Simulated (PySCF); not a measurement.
# UHF on Ca²⁺ (calcium, charge +2)

Configuration: [Ar], closed-shell 1S. All numbers are calculated (PySCF 2.14, scalar relativity by spin-free X2C-1e, in aug-cc-pVDZ-X2C (6s5p3d, 36 functions)).

```json
{
 "Total energy": "-679.023031 hartree",
 "One-electron energy": "-919.5946 hartree",
 "Hartree (Coulomb) energy": "275.7673 hartree",
 "Exchange energy": "-35.1957 hartree",
 "⟨S²⟩": "0.0000",
 "⟨L²⟩": "0.000",
 "Sum of ⟨r⟩": "12.73 bohr",
 "Sum of ⟨r²⟩": "15.40 bohr²",
 "Langevin diamagnetic susceptibility": "-12.2 ×10⁻⁶ cm³/mol"
}
```

| shell | electrons | mean orbital energy (eV) | rms radius, mean of both spins (bohr) |
| --- | --- | --- | --- |
| 1s | 2 | -4100.1 | 0.0888 |
| 2s | 2 | -476.75 | 0.393 |
| 2p | 6 | -386.31 | 0.362 |
| 3s | 2 | -76.183 | 1.24 |
| 3p | 6 | -51.145 | 1.37 |

Densities and radii are taken from the X2C orbitals without a picture-change correction, which distorts them close to the nucleus.
